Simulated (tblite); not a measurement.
C5H12Si.
Structure used (GFN2-xTB), in Å, numbered top down from 1:
```
atom  x, y, z in Å
C1     2.2395    0.6124    0.6352
C2     1.1964   -0.4914    0.5028
C3     0.0681   -0.1184   -0.4498
C4    -0.9761   -1.2402   -0.6549
Si5   -2.4094    0.0037   -0.4515
C6    -0.8653    1.0061    0.0547
H7     2.6792    0.8374   -0.3344
H8     3.0363    0.3061    1.3100
H9     1.7889    1.5218    1.0260
H10    1.6805   -1.4012    0.1368
H11    0.7742   -0.7131    1.4869
H12    0.4987    0.1649   -1.4139
H13   -0.8728   -1.7716   -1.5982
H14   -0.9214   -1.9805    0.1421
H15   -3.4092   -0.2750    0.5796
H16   -3.0527    0.4261   -1.6963
H17   -0.7705    1.1485    1.1303
H18   -0.6932    1.9707   -0.4170
```

Level: GFN2-xTB in tblite, geometry and Hessian alike; calculated harmonic values, unscaled, isolated species. The method is semi-empirical: single wavenumbers can be off by several per cent or more. Modes of hydrogen on silicon can be 10 to 20 % off. One conformer, not necessarily the lowest.

Harmonic wavenumbers (cm⁻¹): 63.1, 107.9, 198.6, 235.7, 371.9, 408.3, 440.7, 451.7, 529.9, 613.7, 698.4, 728.7, 761.1, 780.8, 804.0, 832.5, 883.1, 998.3, 1013.7, 1021.4, 1058.2, 1106.6, 1131.7, 1188.7, 1194.9, 1212.2, 1258.1, 1277.6, 1313.5, 1358.5, 1413.9, 1474.0, 1479.4, 1497.1, 1505.7, 1508.3, 2253.2, 2261.1, 2942.9, 2953.2, 2966.0, 2990.9, 2995.5, 3009.4, 3012.1, 3025.7, 3028.8, 3037.2.

A = 6909, B = 1586, C = 1400 MHz; mass 100.071 u (most abundant isotopes); point group C1, symmetry number 1.

Q: Zero-point energy?

A: Half the sum of the wavenumbers: 33699 cm⁻¹ = 403.13 kJ/mol.

Q: What is S at 350 K and 1 bar for an ideal gas of classical rigid rotors and harmonic oscillators?

A: Translation 169.63, rotation 116.81, vibration 95.64: S = 382.1 J/(mol K).

Q: And Cp and H(350 K) − H(0)?

A: Cp = 154.43 J/(mol K), of which vibrations give 121.17 (their classical limit is 48 R = 399.1); H(350 K) − H(0) = 30.58 kJ/mol without the zero-point energy, 18.94 from vibrations.

Q: What must be added to the electronic energy to get the Gibbs energy at 350 K and 1 bar?

A: ZPE + [H(350 K) − H(0)] − T·S = 403.13 + 30.58 − 133.73 = 299.98 kJ/mol.

Q: Which modes carry the vibrational entropy at 350 K?

A: 63.1 cm⁻¹: 19.56; 107.9 cm⁻¹: 15.14; 198.6 cm⁻¹: 10.23; 235.7 cm⁻¹: 8.89; 371.9 cm⁻¹: 5.55; 408.3 cm⁻¹: 4.92 J/(mol K); the other 42 give 31.35 together.

Hindered rotation and anharmonicity are outside this model. Other conformers, if any are populated, would add a mixing term that is left out. The structure is chiral; the term R ln 2 for an equal mix with its mirror image is left out.
